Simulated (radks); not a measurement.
Question: These are the eigenvalues of the occupied orbitals of an atom or ion with whole-number occupations (eV). Method: scalar-relativistic Kohn-Sham, r2SCAN, spin-polarised, spherical densities, finite nucleus; meta-GGA in the generalised Kohn-Sham scheme; Fermi nuclear charge, rms radius of each element as measured or else 0.836 A^(1/3) + 0.57 fm; computed with a radial shooting solver on a logarithmic mesh with Libxc functionals.

1s: -9554.297
2s: -1169.269
2p: -1011.658
3s: -133.5226
3p: -86.0646
3d: -10.4613
4s: -6.2200

Which element is it, and in what charge state? The configuration may be excited. Open shells, if any, are filled with parallel spins first.

Answer: Z = 30, zinc, charge 0: Zn in [Ar] 3d10 4s2. The list shows which subshells hold electrons but not how many an open one holds; the 1s level, -351.11 hartree, gives Z - s = 26.5 by -(Z - s)^2/2, which with screening and relativity narrows Z to a few neighbours, and the depths of the outer levels then fix element, charge and occupations together.
